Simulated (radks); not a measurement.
Spherical quantum dot in the effective-mass picture: electrons in a hard-walled sphere of radius 1.47, all in effective atomic units (hartree* = m*/eps^2 hartree, bohr* = eps/m* bohr), one dielectric constant everywhere. Method: non-relativistic Kohn-Sham, LDA (Slater exchange, Perdew-Wang correlation), spin-polarised, spherical densities; computed with a radial shooting solver with Libxc functionals. Levels are named by radial order and angular momentum (1s, 1p, 1d, 2s, ...), and open shells are averaged over m.

N = 24, configuration 1s2 1p6 1d10 2s(up 1, down 0) 1f(up 5, down 0). This is the lowest configuration that the search found. Occupied and some empty levels:

| level | occupation | eigenvalue (hartree*) | <r> (bohr*) |
|---|---|---|---|
| 1s up | 1 | 24.353 | 0.8860 |
| 1s down | 1 | 24.548 | 0.8873 |
| 1p up | 3 | 25.948 | 0.9627 |
| 1p down | 3 | 26.136 | 0.9621 |
| 1d up | 5 | 28.376 | 1.015 |
| 1d down | 5 | 28.567 | 1.014 |
| 2s up | 1 | 31.420 | 0.6819 |
| 1f up | 5 | 31.531 | 1.054 |
| 2s down | 0 | 31.707 | 0.6861 |
| 1f down | 0 | 31.726 | 1.054 |
| 1g up | 0 | 35.354 | 1.085 |
| 1g down | 0 | 35.552 | 1.085 |
| 2p up | 0 | 35.809 | 0.7750 |
| 2p down | 0 | 36.019 | 0.7779 |
| 2d up | 0 | 40.849 | 0.8394 |
| 2d down | 0 | 41.024 | 0.8408 |

Energy (hartree*): total 421.821, kinetic 182.58, external 0, Hartree 265.45, exchange-correlation -26.203.

Electron density:

| r (bohr*) | n(r) (e/bohr*^3) |
|---|---|
| 0.0770 | 1.866 |
| 0.187 | 1.753 |
| 0.297 | 1.614 |
| 0.407 | 1.550 |
| 0.516 | 1.666 |
| 0.626 | 2.023 |
| 0.736 | 2.582 |
| 0.846 | 3.162 |
| 0.956 | 3.462 |
| 1.07 | 3.183 |
| 1.18 | 2.266 |
| 1.28 | 1.067 |
| 1.40 | 0.1824 |
